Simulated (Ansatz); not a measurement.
# Reading a saddle point

A first-order saddle point of BH5OF2, singlet, PBE0-D4/def2-TZVP, with one imaginary mode of 428i cm⁻¹:

```tsv
atom	x (Å)	y (Å)	z (Å)
B1	-0.7590	-0.2330	-0.5510
F2	0.4972	0.7902	-1.0489
H3	-0.5048	-1.2275	-1.1611
H4	-1.7346	0.4136	-0.7933
H5	0.8215	-0.2425	0.9726
O6	-0.4609	-0.3759	0.8767
H7	1.2573	0.5496	-0.3912
F8	1.8110	0.0557	0.6828
H9	-0.9280	0.2699	1.4133
```

Computed with Ansatz 0.2.0 (basis: def2-TZVPP and def2-QZVPP); correlated methods freeze the cores. Extrapolation: Hartree–Fock as exp(−7.88 √X), correlation as X^−2.97.

**Question.** Which contacts change along the imaginary mode, and what lies on either side? (Judge from chemistry; the calculation decides.)

**Answer.** By the calculation: The step is BH₂F ([BH2][F]) + H₂O + HF → BH₃O ([BH2][OH]) + HF + HF, with the molecules in contact on both sides. Shortening one way: B1–O6, F2–H7, H5–F8; lengthening the same way: B1–F2, H5–O6, H7–F8.
| pair | one side (Å) | saddle (Å) | other side (Å) |
| --- | --- | --- | --- |
| B1–O6 | 1.63 | 1.47 | 1.37 |
| F2–H7 | 1.57 | 1.03 | 0.94 |
| H5–F8 | 1.75 | 1.07 | 0.95 |
| B1–F2 | 1.43 | 1.69 | 2.63 |
| H5–O6 | 0.98 | 1.29 | 1.61 |
| H7–F8 | 0.95 | 1.31 | 1.70 |

**Question.** Which side is lower, and how far does the saddle lie above each? (An estimate is asked for; the value comes from the calculation.)

**Answer.** Computed: The side with B1–F2, H5–O6, H7–F8 short is lower by 7.07 kcal/mol; the saddle lies 14.26 kcal/mol above it and 7.19 kcal/mol above the other (CCSD(T) at an estimated basis limit (MP2 extrapolated from triple and quadruple zeta, plus CCSD(T) − MP2 in triple zeta); electronic energies).

T1 diagnostic: at most 0.012.

Labels in which every atom is bracketed show which atoms are joined, not bond orders.

For scale, one of the runs: CCSD(T)/def2-TZVPP, 194 basis functions (an equivalent command: `ansatz run in.yaml --threads 4`). Hardware: 4 CPU threads, shared host. Wall time 33 s; peak host memory 2.5 GiB.
